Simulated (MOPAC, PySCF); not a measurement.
Internal rotation in SMILES CO[SiH2][SiH3], singlet. Scanned: dihedral C1–O2–Si3–Si4; all other coordinates were relaxed at GFN2-xTB. Points at φ and −φ are mirror images. Heavy atoms are numbered in the order of the SMILES CO[SiH2][SiH3], hydrogens after them in the order of the atoms that carry them; the mirror image has the same energies with the sign of each dihedral reversed.

RKS-B3LYP/LANL2DZ = restricted B3LYP/LANL2DZ, with its core potentials past Ne // GFN2-xTB run with PySCF; PM3, restricted, heats of formation // GFN2-xTB (MOPAC); RMP2/6-31G* = restricted MP2 (frozen core)/6-31G*, spherical d // GFN2-xTB in PySCF.

Energies in kJ/mol, each method relative to its own lowest point.

```json
[
 {"φ / °": "-150", "RKS-B3LYP/LANL2DZ": "0.3", "PM3": "6.5", "RMP2/6-31G*": "2.2"},
 {"φ / °": "-120", "RKS-B3LYP/LANL2DZ": "1.1", "PM3": "8.6", "RMP2/6-31G*": "6.0"},
 {"φ / °": "-90", "RKS-B3LYP/LANL2DZ": "0.6", "PM3": "1.7", "RMP2/6-31G*": "4.4"},
 {"φ / °": "-60", "RKS-B3LYP/LANL2DZ": "1.8", "PM3": "0.0", "RMP2/6-31G*": "3.6"},
 {"φ / °": "-30", "RKS-B3LYP/LANL2DZ": "2.9", "PM3": "3.5", "RMP2/6-31G*": "5.9"},
 {"φ / °": "0", "RKS-B3LYP/LANL2DZ": "3.5", "PM3": "7.9", "RMP2/6-31G*": "8.2"},
 {"φ / °": "30", "RKS-B3LYP/LANL2DZ": "2.9", "PM3": "3.5", "RMP2/6-31G*": "5.9"},
 {"φ / °": "60", "RKS-B3LYP/LANL2DZ": "1.8", "PM3": "0.0", "RMP2/6-31G*": "3.6"},
 {"φ / °": "90", "RKS-B3LYP/LANL2DZ": "0.6", "PM3": "1.7", "RMP2/6-31G*": "4.4"},
 {"φ / °": "120", "RKS-B3LYP/LANL2DZ": "1.1", "PM3": "8.6", "RMP2/6-31G*": "6.0"},
 {"φ / °": "150", "RKS-B3LYP/LANL2DZ": "0.3", "PM3": "6.5", "RMP2/6-31G*": "2.2"},
 {"φ / °": "180", "RKS-B3LYP/LANL2DZ": "0.0", "PM3": "4.8", "RMP2/6-31G*": "0.0"}
]
```
